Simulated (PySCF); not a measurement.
**Question.** What does the GFN2-xTB structure of `CC#C[C@](C)(F)C(F)=C(F)F` look like in three dimensions?

**Answer.** 
```
atom  x, y, z in Å
C1     3.1472   -0.8525   -0.4974
C2     1.8152   -0.4602   -0.1115
C3     0.7108   -0.1155    0.2031
C4    -0.6382    0.2861    0.5844
C5    -0.7183    1.7887    0.8569
F6    -1.0151   -0.3880    1.7365
C7    -1.5908   -0.1086   -0.5291
F8    -1.4496    0.6228   -1.6520
C9    -2.4953   -1.0805   -0.5242
F10   -3.2804   -1.3655   -1.5553
F11   -2.7510   -1.8865    0.4873
H12    3.7341    0.0289   -0.7524
H13    3.6288   -1.3758    0.3272
H14    3.1014   -1.5144   -1.3611
H15   -1.7265    2.0502    1.1705
H16   -0.4591    2.3395   -0.0428
H17   -0.0200    2.0433    1.6500
```

Orientation and origin are arbitrary. Atoms count from 1 in this order. The C–F distances run from 1.318 Å (C9–F11, drawn single) to 1.387 Å (C4–F6, drawn single), a spread of 0.069 Å. Of the pairs four or more bonds apart, F6···F11 is among the closest relative to their van der Waals radii: 2.61 Å, 89 % of the sum of Bondi's values. The C–C distances run from 1.199 Å (C2≡C3, drawn triple) to 1.529 Å (C4–C5, drawn single), a spread of 0.330 Å.

Bonds between heavy atoms (Å): C1–C2 1.441, C2≡C3 1.199, C3–C4 1.458, C4–C5 1.529, C4–F6 1.387, C4–C7 1.518, C7–F8 1.348, C7=C9 1.328, C9–F10 1.327, C9–F11 1.318.

Structure optimised with GFN2-xTB, isolated species.

Point group: C1 (no symmetry element, even within 0.4 Å). Not checked by GFN2-xTB frequencies. One conformer, not necessarily the lowest (C3–C4–C7–F8 -70°).

The numbers are calculated, not measured.
